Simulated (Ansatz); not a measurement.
`FCN[SiH2]Cl` + H₂ → `CN[SiH2]Cl` + H–F  (hydrogenolysis of a C–F bond)

Computed with Ansatz on PBE0-D4/def2-TZVP structures; ΔE is electronic, products minus reactants. CCSD(T)/CBS adds triple-zeta CCSD(T) − MP2 to the extrapolated MP2 energy (def2 sets, frozen cores). This one scheme is used for every species. Functionals use def2-TZVPP. B3LYP here is the variant with VWN-RPA as its local correlation; programs differ in this. One conformer a species, not always the lowest.

| level | ΔE (kJ/mol) |
| --- | --- |
| PBE-D4 | -64.5 |
| r2SCAN-D4 | -62.7 |
| B97M-V | -66.5 |
| B3LYP | -66.8 |
| r2SCAN0 | -69.9 |
| CAM-B3LYP | -65.3 |
| CCSD/def2-SVP | -67.4 |
| MP2/def2-QZVPP | -81.7 |

(1) What does CCSD(T)/CBS give? (Estimate.)

(2) What do rigid-rotor, harmonic-oscillator terms from PBE0-D4/def2-TZVP frequencies (298.15 K, 1 bar) make of the CCSD(T)/CBS value? (Estimate.)

Largest T1 diagnostic among the species: 0.011.

Answers

(1) The calculation gave: -78.4 kJ/mol. The listed levels differ from it by 13.9, 15.7, 11.9, 11.6, 8.5, 13.1, 11.0, -3.3 kJ/mol.

(2) Computed: ΔZPE = +16.2 kJ/mol, ΔH = -63.6 kJ/mol, ΔS = 19 J/(mol·K), ΔG = -69.4 kJ/mol. Modes under 50 cm⁻¹ make the entropy rough.

At CCSD(T), def2-SVP lies +13.6 kJ/mol from the extrapolated value and def2-TZVPP +3.5 kJ/mol. From PBE to PBE0 (25 % exact exchange), in def2-TZVPP and without D4, ΔE moves by −7.0 kJ/mol.
